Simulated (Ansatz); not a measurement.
Relaxation of AlBH5NO (9 atoms, charge 0, multiplicity 1), to a largest force component of 0.02 eV/Å in at most 50 steps.

Level of theory: RKS r2SCAN-D4/STO-3G (Ansatz 0.2.0).

```xyz
9
Properties=species:S:1:pos:R:3
B -1.004 0.856 -1.337
Al -0.022 0.036 0.289
N 1.288 -1.175 0.102
O -0.451 0.504 1.815
H -0.769 0.528 -2.440
H -1.839 1.678 -1.235
H 0.658 -0.614 -0.931
H 1.649 -1.547 -0.766
H -0.648 0.733 2.712
```

Where does it end, and by what steps?

The forces met the threshold. The force dipped under the threshold on the way, but the program's further checks kept it going. Limits of this set-up: minimal basis. After 14 steps the energy has fallen by 5.039 eV; H8 moved furthest, 1.30 Å. Parted: Al2–H7. Joined: N3–H7.

```json
{"step": "0", "energy less start (eV)": "0.0000", "largest force component (eV/Å)": "4.309", "accepted": "yes"}
{"step": "1", "energy less start (eV)": "-1.0985", "largest force component (eV/Å)": "4.610", "accepted": "yes"}
{"step": "2", "energy less start (eV)": "-2.0580", "largest force component (eV/Å)": "4.397", "accepted": "yes"}
{"step": "3", "energy less start (eV)": "-2.9365", "largest force component (eV/Å)": "3.202", "accepted": "yes"}
{"step": "4", "energy less start (eV)": "-3.5924", "largest force component (eV/Å)": "2.405", "accepted": "yes"}
{"step": "5", "energy less start (eV)": "-4.1599", "largest force component (eV/Å)": "1.584", "accepted": "yes"}
{"step": "6", "energy less start (eV)": "-4.5309", "largest force component (eV/Å)": "1.794", "accepted": "yes"}
{"step": "7", "energy less start (eV)": "-4.7946", "largest force component (eV/Å)": "1.078", "accepted": "yes"}
{"step": "8", "energy less start (eV)": "-4.9452", "largest force component (eV/Å)": "0.642", "accepted": "yes"}
{"step": "9", "energy less start (eV)": "-5.0292", "largest force component (eV/Å)": "0.156", "accepted": "yes"}
{"step": "10", "energy less start (eV)": "-5.0333", "largest force component (eV/Å)": "0.144", "accepted": "yes"}
{"step": "11", "energy less start (eV)": "-5.0373", "largest force component (eV/Å)": "0.203", "accepted": "yes"}
{"step": "12", "energy less start (eV)": "-5.0385", "largest force component (eV/Å)": "0.023", "accepted": "yes"}
{"step": "13", "energy less start (eV)": "-5.0386", "largest force component (eV/Å)": "0.003", "accepted": "yes"}
{"step": "14", "energy less start (eV)": "-5.0387", "largest force component (eV/Å)": "0.013", "accepted": "yes"}
```

```xyz
9
Properties=species:S:1:pos:R:3
B -1.256 1.094 -1.397
Al -0.240 0.227 0.105
N 1.028 -0.931 -0.180
O -0.556 0.568 1.753
H -1.018 0.881 -2.529
H -2.137 1.853 -1.224
H 1.339 -1.247 -1.116
H 1.592 -1.432 0.530
H 0.111 -0.013 2.266
```

Whether the end is a true minimum wasn't checked by a vibrational analysis.

The run took 47 s on 1 thread of Intel(R) Xeon(R) Platinum 8175M CPU @ 2.50GHz (Skylake/Cascade Lake), with other jobs on the host, peak memory 0.18 GiB.
